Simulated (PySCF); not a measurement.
## Working out the ionisation energy of Ir

Ir [Xe] 4f14 5d7 6s2 (4F) → Ir⁺ [Xe] 4f14 5d7 6s1 (5F). All numbers are calculated (PySCF 2.14, a scalar-relativistic core potential, in def2-SVP with the def2 core potential (60 electrons)). Frozen: 5s2 5p6. Energies in hartree (1 hartree = 27.21139 eV):

```csv
part,Ir (lower),Ir⁺ (upper)
UHF,-103.438515,-103.179921
MP2 opposite-spin,-0.101708,-0.063256
MP2 same-spin,-0.059319,-0.053539
```

**Question.** What does Hartree-Fock give?

**Answer.** (-103.179921) − (-103.438515) = 0.258594 hartree = 7.037 eV.

**Question.** What do MP2 and SCS-MP2 (6/5 opposite-spin, 1/3 same-spin) give?

**Answer.** The opposite-spin parts differ by 1.046 eV and the same-spin parts by 0.157 eV. MP2: 7.037 + (1.046) + (0.157) = 8.240 eV. SCS-MP2: 7.037 + 1.2 × (1.046) + (0.157)/3 = 8.345 eV.

Measured between the centres of the two terms (NIST): 8.926 eV, so MP2 (valence) is off by -0.686 eV.

A double-zeta basis recovers only part of the correlation energy.

What remains against the reference includes basis incompleteness, the frozen core and correlation beyond second order.
